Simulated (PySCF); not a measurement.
Structure problem from calculated spectra and properties.

Formula: C7H9; charge +1.

- UV, first state: lowest singlet excitation: 2.63 eV (472 nm, f = 0.000) [TDDFT PBE0/def2-SVPD]
- UV, strongest line: among the 6 lowest singlet transitions: S2 at 4.08 eV (304 nm, f = 0.850) [TDDFT PBE0/def2-SVPD]
- 13C NMR: chemical shifts (computed TMS as zero) by class: 227.7 (1 C), 224.8 (1 C), 193.6 (1 C), 152.9 (1 C), 112.0 (1 C), 35.1 (1 C), 17.1 (1 C) ppm [GIAO PBE0/pcSseg-1]
- Polarisability: 106.2 au [PBE0/def2-SVPD]
- Rotational structure: rotational constants A, B, C: 17.323, 0.822, 0.792 GHz [GFN2-xTB]
- 1H NMR: chemical shifts (computed TMS as zero) by class: 9.15 (1 H), 8.31 (1 H), 7.81 (1 H), 3.78 (3 H), 3.45 (3 H) ppm [GIAO PBE0/pcSseg-1]
- Triplet: lowest triplet excitation (Tamm–Dancoff): 2.03 eV [TDA PBE0/def2-SVPD]

The electronic properties come from PySCF, for the isolated species, density fitting. Levels stand in brackets. NMR shifts are as computed; neighbouring signals can stand in another order in a measured spectrum. The structure is a single GFN2-xTB conformer in the gas phase; no vibrational or solvent corrections. NMR classes are plain means over equivalent atoms (diastereotopic ones count apart unless rotation or inversion swaps them), as if these changed places fast.

Task: Give a SMILES that accounts for the data.

Result: Numbering: `[CH3:1][C:2]#[C:3]/[CH:4]=[CH:5]/[CH+:6][CH3:7]`. 7 carbons fall into 7 classes; from least to most shielded: alkyne carbon [C2] (227.7 ppm), carbon bonded to 2 C and H [C6] (224.8 ppm), carbon bonded to 2 C and H [C4] (193.6 ppm), carbon bonded to 2 C and H [C5] (152.9 ppm), alkyne carbon [C3] (112.0 ppm), methyl carbon [C7] (35.1 ppm), propargylic carbon [C1] (17.1 ppm). Hydrogen classes from least to most shielded: 1 H on a carbon bonded to 2 C and H, C6 (9.15 ppm), 1 H on a carbon bonded to 2 C and H, C4 (8.31 ppm), 1 H on a carbon bonded to 2 C and H, C5 (7.81 ppm), 3 H on a propargylic carbon, C1 (3.78 ppm), 3 H on a methyl carbon, C7 (3.45 ppm). S1 is mainly HOMO−1→LUMO (weight 0.99); the largest Löwdin shares of the orbital it empties are 0.36 on each of 2 atoms of one kind (alkyne carbon), 0.09 on the propargylic carbon and 0.06 on a carbon bonded to 2 C and H, of the orbital it fills 0.26 on a carbon bonded to 2 C and H, 0.23 on a carbon bonded to 2 C and H, 0.17 on an alkyne carbon and 0.09 on an alkyne carbon. By its constants the optimised geometry is an asymmetric top. Structure: `C(=C\[CH+]C)/C#CC`. Computed isomers that give other values at the same levels: `C=CC#C[C+](C)C` (13C chemical shifts (computed TMS as zero) by class: 251.0 (1 C), 211.9 (1 C), 186.9 (1 C), 125.9 (1 C), 125.3 (1 C), 44.2 (2 C) ppm); `C=CCc1c[c+]1C` (13C chemical shifts (computed TMS as zero) by class: 188.0 (1 C), 187.9 (1 C), 170.9 (1 C), 143.6 (1 C), 127.4 (1 C), 36.9 (1 C), 14.6 (1 C) ppm); `C=C(C)C[c+]1cc1` (13C chemical shifts (computed TMS as zero) by class: 185.4 (1 C), 169.4 (2 C), 143.8 (1 C), 141.8 (1 C), 41.8 (1 C), 25.5 (1 C) ppm). The assignments are read from this structure; whether some other isomer fits the data as well wasn't checked.

The values belong to the conformer `[CH3:1][C:2]#[C:3]/[CH:4]=[CH:5]/[CH+:6][CH3:7]`: C4–C5–C6–C7 180°.
